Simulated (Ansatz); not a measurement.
`N[SiH](Cl)Br` and `CO[SiH](N)Br` differ in one atom or group.

Ansatz, PBE0-D4/def2-TZVP geometries, multiplicity 1. Each molecule was computed in one conformer, which needn't be the lowest.

Scalar relativity is left out up to krypton.

```tsv
property	`N[SiH](Cl)Br`
HOMO energy (B3LYP/def2-TZVPP) / eV	-7.80
HOMO energy (ωB97M-V/def2-TZVPP) / eV	-10.34
HOMO–LUMO gap (PBE/def2-TZVPP) / eV	6.03
HOMO–LUMO gap (B3LYP/def2-TZVPP) / eV	7.87
HOMO energy (PBE0/def2-TZVPP) / eV	-8.07
size of the dipole moment (PBE/def2-TZVPP) / D	2.31
```

Q: Give the same properties after the change, and the shifts. (An estimate is asked.)

A: The calculation gave: 
```
                                      property  `CO[SiH](N)Br`  shift
           HOMO energy (B3LYP/def2-TZVPP) / eV           -7.65   0.15
         HOMO energy (ωB97M-V/def2-TZVPP) / eV          -10.27   0.07
           HOMO–LUMO gap (PBE/def2-TZVPP) / eV            6.42   0.39
         HOMO–LUMO gap (B3LYP/def2-TZVPP) / eV            8.12   0.25
            HOMO energy (PBE0/def2-TZVPP) / eV           -7.93   0.14
size of the dipole moment (PBE/def2-TZVPP) / D            1.81  -0.50
```

With PBE0 the HOMO rises by 0.14 eV and the LUMO rises by 0.46 eV, so the gap widens by about 0.32 eV. PBE moves the HOMO by 0.18 eV and ωB97M-V by 0.07 eV. Dipoles are sizes alone; their direction can turn.

B3LYP here is the variant with VWN-RPA as its local correlation; programs differ in this.

Spin–orbit coupling is left out; it splits and shifts lone-pair levels of the heavy atoms by tenths of an eV.
